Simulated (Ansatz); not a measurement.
BBrFH₃Si (`B[SiH](F)Br`). Total charge 0; spin multiplicity 1.

```tsv
atom	x (Å)	y (Å)	z (Å)
B1	0.597	0.577	0.795
Si2	-0.654	-0.510	-0.235
F3	-0.544	-2.097	-0.244
Br4	0.665	0.371	-1.853
H5	0.355	1.733	0.961
H6	1.642	0.109	1.127
H7	-2.060	-0.183	-0.551
```

(1) List the harmonic frequencies (cm⁻¹, unscaled) at PBE0-D4/def2-TZVP in Ansatz. (An estimate is asked.)

(2) Is this a minimum?

(3) Give the ideal-gas thermochemistry at 298.15 K and 1 bar (rigid rotor, harmonic oscillator; point group C1, symmetry number 1).

(4) And at 400, 500, 600, 800 and 1000 K?

Answers

(1) The calculation gave: 54, 184, 227, 388, 488, 588, 690, 693, 841, 882, 930, 1132, 2268, 2607, 2711.

(2) Yes, all 15 modes are real.

(3) Zero-point energy 87.8 kJ/mol; H(298) − E = 105.8 kJ/mol; entropy 334.2 J/(mol·K), of which translation 170.6, rotation 112.8, vibration 50.9; G(298) − E = 6.2 kJ/mol. Modes under 100 cm⁻¹ are hindered rotations or soft bends, so the harmonic entropy is rough.

(4) 
| T (K) | H − E (kJ/mol) | S (J/mol/K) | G − E (kJ/mol) |
| --- | --- | --- | --- |
| 400 | 115.5 | 361.9 | -29.3 |
| 500 | 126.1 | 385.6 | -66.7 |
| 600 | 137.5 | 406.4 | -106.3 |
| 800 | 162.1 | 441.7 | -191.2 |
| 1000 | 188.5 | 471.1 | -282.6 |
